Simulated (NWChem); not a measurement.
Molecule: HfH$_{2}$Cl$_{2}$; SMILES [Cl][HfH2][Cl]

Computed with NWChem. Coordinates come from a PBE0/def2-SVP optimisation. No frequency run checked for a minimum. def2 effective core potentials on Hf; no spin-orbit coupling. B3LYP is NWChem's, with the RPA form of VWN correlation. Ions are spin-unrestricted doublets at the neutral geometry; other ion states weren't tried.

### Question
Estimate the computed values for B3LYP/def2-SVP. Quantities: vertical ionisation energy, ΔSCF (eV); −ε(HOMO) (eV).

### Answer
| Quantity | Value |
|---|---|
| vertical ionisation energy, ΔSCF (eV) | 10.91 |
| −ε(HOMO) (eV) | 8.57 |
